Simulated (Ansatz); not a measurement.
Molecule: C$_{3}$H$_{10}$GeO$_{3}$ (charge 0, singlet). SMILES: [GeH]([O]C)([O]C)[O]C
Structure (B3LYP-D3(BJ)/def2-TZVP (Ansatz, a program for electronic structure) minimum search):
```
Ge
O 1 1.7598
C 2 1.4224 1 119.33
H 3 1.0901 2 107.31 1 -179.17
H 3 1.0935 4 108.84 2 120.88
H 3 1.0962 4 108.29 5 118.11
O 1 1.7660 2 102.87 3 -174.98
C 7 1.4207 1 119.32 2 160.99
H 8 1.0902 7 107.45 1 -179.80
H 8 1.0941 9 108.61 7 -120.93
H 8 1.0967 9 108.18 10 -117.89
O 1 1.7800 2 107.95 3 -57.56
C 12 1.4181 1 121.42 2 148.53
H 13 1.0913 12 108.19 1 -151.77
H 13 1.0947 14 108.51 12 120.60
H 13 1.0964 14 108.14 15 117.26
H 1 1.5432 2 113.84 3 62.76
```
Charge 0, spin multiplicity 1.

Wanted: atomisation energy, in kcal/mol. Conventions: no dispersion term unless named; no spin-orbit coupling; atomisation electronic, to ground-state atoms; UHF or UKS for open shells; six Cartesian d functions in 6-31G* and its kin unless marked 5d; non-relativistic. First-principles rows: single points at B3LYP-D3(BJ) geometries (Ansatz).

```json
[
 {"species": "C[O][GeH]([O]C)[O]C", "coefficient": "-1", "E at PBE/6-31G* (Ansatz), Eh": "-2422.01880", "E at PBE/def2-TZVPD (Ansatz), Eh": "-2422.46252"},
 {"species": "C atom", "coefficient": "+3", "E at PBE/6-31G* (Ansatz), Eh": "-37.78288", "E at PBE/def2-TZVPD (Ansatz), Eh": "-37.79605"},
 {"species": "Ge atom", "coefficient": "+1", "E at PBE/6-31G* (Ansatz), Eh": "-2076.33108", "E at PBE/def2-TZVPD (Ansatz), Eh": "-2076.60198"},
 {"species": "H atom", "coefficient": "+10", "E at PBE/6-31G* (Ansatz), Eh": "-0.49743", "E at PBE/def2-TZVPD (Ansatz), Eh": "-0.49962"},
 {"species": "O atom", "coefficient": "+3", "E at PBE/6-31G* (Ansatz), Eh": "-74.97380", "E at PBE/def2-TZVPD (Ansatz), Eh": "-75.01069"}
]
```

 1 Eh = 627.5095 kcal/mol.

Problem. Work the quantity out at each level.

Solution. 
- PBE/6-31G*: the sum of coefficient times E is 2.44338 Eh, or 1533.24 kcal/mol. Result: 1533.2 kcal/mol.
- PBE/def2-TZVPD: the sum of coefficient times E is 2.44412 Eh, or 1533.71 kcal/mol. Result: 1533.7 kcal/mol.
